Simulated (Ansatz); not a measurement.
Program: Ansatz. Geometries: PBE0-D4/def2-TZVP. ΔE: electronic, gas phase. CCSD(T)/CBS is the MP2 limit (def2-TZVPP, def2-QZVPP) plus CCSD(T) − MP2 in def2-TZVPP, frozen cores. Functionals use def2-TZVPP. HSE06 is defined as in plane-wave codes. For Mg outer-core shells are correlated without core-valence functions, which leaves a few kJ/mol of doubt a bond. Each species was taken in one conformer, which may not be the lowest.

Reaction (ligand exchange at the Si–C bond): `N=C=C(O)[SiH3]` + `[CH3][Mg][OH]` → `[CH3][Mg][O][SiH3]` + `N=C=CO`

```tsv
level	ΔE (kcal/mol)	difference from CCSD(T)/CBS
LDA (SPW92)	-23.1	4.2
PBE0-D4	-24.8	2.5
r2SCANh-D4	-26.2	1.1
r2SCAN0-D4	-26.6	0.7
HSE06-D4	-24.7	2.6
BHLYP-D4	-28.3	-1.0
PBE	-23.9	3.4
PBE0	-25.3	2.0
r2SCANh	-26.4	0.9
r2SCAN0	-26.8	0.5
BHLYP	-29.1	-1.8
RPA@PBE/def2-TZVPP	-27.7	-0.4
CCSD/def2-SVP	-27.4	-0.1
CCSD(T)/def2-SVP	-26.6	0.7
HF/def2-TZVPP	-31.9	-4.6
MP2/def2-TZVPP	-26.5	0.8
CCSD(T)/CBS	-27.3	0
```

Largest T1 diagnostic among the species: 0.014.

From BLYP to BHLYP (50 % exact exchange), in def2-TZVPP and without D4, ΔE moves by −2.7 kcal/mol. The D4 term adds +1.0 kcal/mol with B3LYP and +0.6 kcal/mol with PBE0; it sums over pairs of atoms, weighted by their polarisabilities, and B3LYP, whose exchange is more repulsive, gets the larger term. In def2-TZVPP, CCSD(T) changes the Hartree–Fock value by +4.6 kcal/mol (the triples alone add +0.8 kcal/mol) and MP2 by +5.4 kcal/mol.

CCSD(T)/CBS has its own doubt, a few kJ/mol and more with outer-core shells, so smaller differences from it don't rank the levels.

B3LYP here is the variant with VWN-RPA as its local correlation; programs differ in this.
